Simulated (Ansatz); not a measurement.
## C2H9GaO: which of these isomers lies lowest?

2 of its isomers, all singlets with charge 0: A = `[CH3][GaH-]([CH3])[OH2+]`; B = `C[O+](C)[GaH3-]`.

Shapes, held fixed at every level: PBE0-D4/def2-TZVP. Flexible molecules stand in one conformer, not always the lowest. Programs: Ansatz 0.2.0.

A:

```xyz
13

C    -1.1819    1.3737   -0.7414
Ga   -0.4882   -0.3780   -0.1445
C     1.3117   -0.9805   -0.7353
O     0.1514    0.1387    1.9331
H    -1.6014    1.2917   -1.7486
H    -1.9759    1.7367   -0.0853
H    -0.3903    2.1261   -0.7748
H    -1.5112   -1.4817    0.3731
H     1.2702   -1.3161   -1.7758
H     1.6889   -1.8219   -0.1472
H     2.0442   -0.1687   -0.6949
H    -0.3660   -0.4192    2.5228
H     1.0688   -0.1356    2.0335
```

B:

```xyz
13

C    -0.1277    1.2081   -0.8203
O    -0.3727    0.2146    0.1629
C     0.3617    0.4331    1.3573
Ga   -0.3232   -1.7977   -0.5653
H    -0.7489    0.9679   -1.6810
H    -0.4011    2.1906   -0.4257
H     0.9270    1.2063   -1.1144
H     0.0947    1.4057    1.7799
H     1.4379    0.3970    1.1592
H     0.0896   -0.3601    2.0510
H    -1.3553   -1.5957   -1.7398
H    -0.7807   -2.4914    0.7745
H     1.2190   -1.8132   -0.9233
```

Electronic energies in kJ/mol, without zero-point or thermal terms.

(1) From chemical knowledge, estimate the order of stability.

## Answers

(1) A < B in rising energy, over a span of 139 kJ/mol, by CCSD(T)/def2-TZVPP. All levels agree on that. The B − A difference spans +110.1 to +139.3 kJ/mol over the levels. Relativity is left out for Ga. Outer-core shells of Ga are correlated, in sets that cover them unevenly.

```json
{"level": "HF/def2-TZVPP", "kind": "Hartree–Fock", "B − A": "+111.1"}
{"level": "BHLYP-D4/def2-TZVPP", "kind": "global hybrid", "B − A": "+123.5"}
{"level": "wB97X-V/def2-TZVPP", "kind": "range-separated hybrid", "B − A": "+125.5"}
{"level": "MP2/def2-SVP", "kind": "perturbation theory", "B − A": "+127.1"}
{"level": "CCSD(T)/def2-SVP", "kind": "coupled cluster or CI", "B − A": "+110.1"}
{"level": "CCSD/def2-SVP", "kind": "coupled cluster or CI", "B − A": "+110.4"}
{"level": "CCSD/def2-TZVPP", "kind": "coupled cluster or CI", "B − A": "+137.5"}
{"level": "CCSD(T)/def2-TZVPP", "kind": "coupled cluster or CI", "B − A": "+139.3"}
```
